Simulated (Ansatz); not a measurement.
Basis sets compared for Be3S3. Total charge 0; singlet. Geometry r2SCAN-D4/def2-SVP. Ansatz on 2 threads of Arm Neoverse V2 on a shared host; times are rough, and most runs start from earlier orbitals.

```xyz
6

Be    0.224    0.679    1.226
Be   -1.285    0.028   -0.602
Be    1.061   -0.707   -0.624
S    -1.629    1.085    0.959
S     1.974   -0.043    0.925
S    -0.344   -1.042   -1.883
```

The structure comes from a short search, and lower isomers may exist.

Binding counts from free atoms (Be singlet, S triplet) in the same basis, without a counterpoise term.

```csv
level,functions,energy (Eh),HOMO (eV),LUMO (eV),binding per atom (eV),wall time
PBE-D4/def2-SVP,81,-1238.0623,-6.68,-3.35,3.74,0.95 s
PBE-D4/def2-TZVP,168,-1238.5269,-6.58,-3.25,3.75,2 s
r2SCAN-D4/def2-TZVP (with forces),168,-1239.0239,-6.85,-2.94,3.76,5 s
PBE0-D4/def2-SVP,81,-1238.1777,-7.83,-2.64,3.67,1.4 s
PBE0-D4/def2-TZVP,168,-1238.6414,-7.72,-2.49,3.69,2.8 s
```

(1) Estimate the rows for PBE-D4/def2-TZVPD, r2SCAN-D4/def2-TZVPD, PBE0-D4/def2-TZVPD.

Answers

(1) 
```csv
level,functions,energy (Eh),HOMO (eV),LUMO (eV),binding per atom (eV),wall time
PBE-D4/def2-TZVPD,204,-1238.5300,-6.64,-3.29,3.75,2.9 s
r2SCAN-D4/def2-TZVPD,204,-1239.0259,-6.89,-2.97,3.76,6 s
PBE0-D4/def2-TZVPD,204,-1238.6438,-7.76,-2.53,3.69,4 s
```
